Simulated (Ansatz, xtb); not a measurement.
**C5H9BSi: 9 structures ranked**

9 gas-phase structures of C5H9BSi, from a drawn sample of its isomers (lower ones may exist). Each was relaxed with GFN2-xTB; where two conformers were screened, the lower at r2SCAN-D4/def2-SVP is listed:

A. `CC1=CB([SiH3])C=C1`, a singlet
B. `CC1=C([SiH3])C=CB1`, a singlet
C. `CB1C=CC([SiH3])=C1`, a singlet
D. `CC1=CC=C([SiH3])B1`, a singlet
E. `CC1=CBC=C1[SiH3]`, a singlet
F. `CC1=CC([SiH3])=CB1`, a singlet
G. `CC1=CC=CB1[SiH3]`, a singlet
H. `CC1=CBC([SiH3])=C1`, a singlet
I. `CB1C=CC=C1[SiH3]`, a singlet

Make a reasoned guess at their ranking by r2SCAN-D4/def2-SVP single-point energy.

Calculated order at r2SCAN-D4/def2-SVP: I (0.0), C (11.8), H (35.9), E (44.7), D (49.5), A (57.1), F (60.6), B (67.1), G (69.7) kJ/mol. Less than 1 kcal/mol parts A and F; B and G, so the order within those pairs means little.

Energies above the lowest of each column, in kJ/mol; the last columns are at PBE-D3(BJ)/def2-SVP geometries and were run for some of them only (a dash: not run or not comparable):

| structure | GFN2-xTB | HF/STO-3G | r2SCAN-D4/def2-SVP | PBE-D3(BJ)/def2-SVP | CCSD(T)/def2-SVP + ΔMP2/def2-TZVPP |
| --- | --- | --- | --- | --- | --- |
| I | 27.7 | 0.3 | 0.0 | 0.0 | 0.0 |
| C | 29.8 | 0.0 | 11.8 | 10.4 | 9.9 |
| H | 1.3 | 24.2 | 35.9 | 33.7 | 33.2 |
| E | 0.0 | 27.6 | 44.7 | 41.2 | 40.9 |
| D | 10.8 | 33.3 | 49.5 | 45.3 | 45.4 |
| A | 39.1 | 58.3 | 57.1 | – | – |
| F | 10.9 | 33.0 | 60.6 | – | – |
| B | 13.2 | 40.6 | 67.1 | – | – |
| G | 46.3 | 64.6 | 69.7 | – | – |

CCSD(T)/def2-SVP + ΔMP2/def2-TZVPP puts I lowest of those it was run on; GFN2-xTB picks E. Some further structures that were screened fall inside this span and aren't listed. Frequencies (GFN2-xTB) were run for C, D, E, H, I alone. ΔMP2 is the change of the MP2 energy from the smaller to the larger basis.

Over these structures GFN2-xTB departs from r2SCAN-D4/def2-SVP by 22.4 kJ/mol on average once a common shift is removed. A GFN2-xTB relaxation took about 0.2 s and the r2SCAN-D4/def2-SVP energy about 4.5 s on a shared host (Ansatz 0.2.0, xtb 6.7.1).
